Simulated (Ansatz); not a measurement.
Basis-set extrapolation for C3H6O2Si (PBE0-D4/def2-TZVP geometry, frozen core, Ansatz 0.2.0). Multiplicity 1, RHF reference.

```json
{"": "HF", "def2-TZVPP": "-555.721914", "def2-QZVPP": "-555.743013"}
{"": "MP2 correlation", "def2-TZVPP": "-1.054756", "def2-QZVPP": "-1.131496"}
{"": "CCSD(T) correlation", "def2-TZVPP": "-1.149036", "def2-QZVPP": "not run"}
```

Energies in hartree. Use E(X) = E(∞) + A·exp(−7.88·√X) for Hartree–Fock and E(X) = E(∞) + B·X^(−2.97) for correlation, with X = 3 and 4, and add CCSD(T) minus MP2 of the smaller set to the MP2 limit.

**Question.** What is the CCSD(T) energy at the basis-set limit?

**Answer.** HF limit: -555.743013 + (-0.021099) × 0.13774 = -555.74592. MP2 limit: -1.131496 + (-0.076740) × 0.74074 = -1.18834. Higher-order term: -1.149036 − (-1.054756) = -0.09428. Total: -557.02854 hartree, 413.8 kJ/mol below CCSD(T)/def2-TZVPP.
